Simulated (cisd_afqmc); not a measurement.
Input (X2C-AFQMC/CISD/cc-pwCVTZ-DK; cisd_afqmc is a phaseless AFQMC code with CISD trial states that reads the integrals written by Ansatz): The .json basis holds the Basis Set Exchange's core-valence set for the 3d metal and cc-pVXZ-DK of the same size for its partners.

Ansatz 0.2 input:
```python
import cisd_afqmc

open("ham.yaml", "w").write("""\
crystal:
  periodic: [false, false, false]
  atoms:
    - {symbol: V, position_ang: [0.00000000, 0.00000000, 0.00000000]}
basis:
  gaussian:
    orbitals: cc-pwCVTZ-DK.json
magnetization: {spin_polarized: true, initial_magnetization: 5}
correlation: {method: ccsd, frozen_orbitals: {V: 5}, hamiltonian_folder: ham}
scf: {lower_state_search: full}
""")
rep = cisd_afqmc.ansatz("ham.yaml")
e_ccsd = rep["correlation"]["coupled_cluster"]["energy"]["hartree"]
out = cisd_afqmc.run("ham", e_ccsd, trial="CISD", walkers=100, populations=8, threads=8, dt=0.005, steps=40, early=36, settle=10, least=32,
    cut=5e-5, rank_cut=2e-4, target=0.0003, seconds=3000, seed=4, memory=17280, gpu=False)
```

Output:

```
orbitals 97, occupied [9, 4], factors 512 of 656, rank of the doubles 577 of 1164
E(HF) = -948.130660
E(CCSD) on the cut factors = -948.580733, shift to the whole factors -0.000002
Energy of the trial state on the determinant = -948.580718
  tau behind 10.8 of longer steps, mean of the populations' last blocks
   2.0  -948.59314
   4.0  -948.59428
   6.0  -948.59394
   8.0  -948.59452
  10.0  -948.59243
  12.0  -948.59367
  14.0  -948.59300
  16.0  -948.59335
blocks 626 (2 outliers left out), error by blocks joined: 1: 0.00022, 2: 0.00023, 4: 0.00025, 8: 0.00028, 16: 0.00029
E(AFQMC/CISD) = -948.59351 +/- 0.00029
```

This sextet is an excited state, 0.3 eV above the quartet at CCSD(T)/aug-cc-pwCVQZ-DK (Ansatz).
